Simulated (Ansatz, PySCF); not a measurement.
Another site gives an ion 48635.89 eV lower (`O=[CH][GeH3]`) at the level PBE-D3(BJ)/def2-TZVP // TPSSh-D3(BJ)/def2-TZVP (PySCF).

Cartesian coordinates (Å):
```xyz
7

O      1.8960     0.6636    -0.4378
C      1.1240    -0.1630    -0.0015
Si    -0.7916     0.0803    -0.0088
H      1.5315    -1.1122     0.4251
H     -1.2770    -0.0163     1.3885
H     -1.1139     1.3951    -0.5974
H     -1.3943    -1.0221    -0.7956
```
Charge 0, multiplicity 1.

All values below come from frozen-core CCSD(T)/cc-pVTZ // TPSSh-D3(BJ)/def2-TZVP (Ansatz, a program for electronic structure).

- HF energy = -404.01393 Ha
- MP2 correlation energy = -0.51570 Ha

Estimate the CCSD correlation energy, the (T) correction, the total energy and the T1 diagnostic.


| Quantity | Result |
|---|---|
| CCSD correlation energy | -0.54515 Ha |
| (T) correction | -0.02216 Ha |
| CCSD(T) total energy | -404.58124 Ha |
| T1 diagnostic | 0.015 |
